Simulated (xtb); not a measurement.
Harmonic IR lines of one isomer of H6O2Si3, unscaled. Method: xtb with GFN2-xTB.

wavenumber (cm⁻¹): 185 (vw), 201 (w), 318 (w), 388 (w), 451 (w), 534 (w), 616 (w), 692 (s), 777 (vs), 790 (m), 815 (m), 820 (m), 836 (m), 859 (m), 1356 (m), 2152 (s), 2182 (s), 2192 (vs), 2231 (m)

Say which structure gives these lines.
A) `O[SiH]1[SiH2]O[SiH2]1`
B) `O1[SiH2]O[SiH2][SiH2]1`
C) `O=[Si]([SiH3])[SiH2]O`
D) `O[Si@@H]1O[SiH2][SiH2]1`

C, `O=[Si]([SiH3])[SiH2]O`
